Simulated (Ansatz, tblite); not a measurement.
Removing and adding an electron: Li4H4 (relaxed from a model of (LiH)4 ring, whose bonding it doesn't keep). Total charge 0; singlet. Geometry: PBE0-D4/def2-TZVP. Ansatz, gas phase; energy differences of separate SCF runs; the oxidised species was run as a doublet alone; the reduced species was run as a doublet alone.

Cartesian coordinates in Å:
```
Li -0.700 0.754 -1.851
H 0.094 -0.702 -2.158
Li 0.822 -1.683 -0.997
H 1.160 -1.843 0.646
Li 0.708 -0.749 1.850
H -0.092 0.703 2.158
Li -0.830 1.678 0.998
H -1.161 1.842 -0.646
```

The xTB rows come from tblite. Correlated methods freeze no core orbitals; core or outer-core shells of Li are correlated, in sets that lack core-valence functions. In CCSD on the charge 1 doublet the largest single amplitude is 0.40, so its Hartree–Fock determinant may place the open shell otherwise than the density functionals do. HOMO above LUMO, or a gap near zero within one spin, warns that the state may not be the lowest or that an electron is smeared out.

| level | −HOMO (eV) | vertical IE (eV) | −LUMO (eV) | vertical EA (eV) | HOMO–LUMO gap (eV) | IE − EA (eV) | remarks |
| --- | --- | --- | --- | --- | --- | --- | --- |
| GFN1-xTB | 12.10 | 14.43 | 8.84 | 6.97 | 3.26 | 7.46 | – |
| GFN2-xTB | 9.41 | 11.85 | 4.37 | – | 5.04 | – | – |
| HF/def2-TZVPD | – | – | – | -0.82 | – | – | HOMO above zero (-1 doublet) |
| PBE-D4/def2-TZVP | 5.48 | 8.06 | 0.83 | – | 4.65 | – | gap within one spin near zero (+1 doublet) |
| PBE-D4/def2-TZVPD | 5.45 | – | 0.95 | -0.18 | 4.50 | – | HOMO above zero (-1 doublet) |
| r2SCAN-D4/def2-TZVP | 5.72 | 8.18 | 0.35 | – | 5.37 | – | – |
| r2SCAN-D4/def2-TZVPD | 5.68 | – | 0.42 | -0.34 | 5.25 | – | HOMO above zero (-1 doublet) |
| PBE0-D4/def2-TZVP | 6.69 | 8.55 | 0.24 | – | 6.45 | – | – |
| PBE0-D4/def2-TZVPD | 6.65 | – | 0.43 | -0.28 | 6.22 | – | HOMO above zero (-1 doublet) |
| MP2/def2-TZVPD | – | – | – | -0.66 | – | – | HOMO above zero (-1 doublet) |
| CCSD/def2-TZVPD | – | – | – | -0.59 | – | – | HOMO above zero (-1 doublet) |
| CCSD/def2-TZVPP | – | 9.38 | – | – | – | – | large T1 (0.091) (+1 doublet) |
| CCSD(T)/def2-TZVPD | – | – | – | -0.56 | – | – | HOMO above zero (-1 doublet) |
| CCSD(T)/def2-TZVPP | – | 9.33 | – | – | – | – | large T1 (0.091) (+1 doublet) |

Run but left out: HF/def2-TZVPP, MP2/def2-TZVPP (charge +1 doublet: a determinant that CCSD turns far, T1 0.091).   A HOMO above zero means that the electron is unbound at that level or that self-interaction error raises the level; the energy of removing that electron tells which. Raw xTB energy differences between charge states are shifted by several eV; the methods need an empirical correction for them. A negative affinity means that the extra electron isn't bound; its size then hangs on the basis.
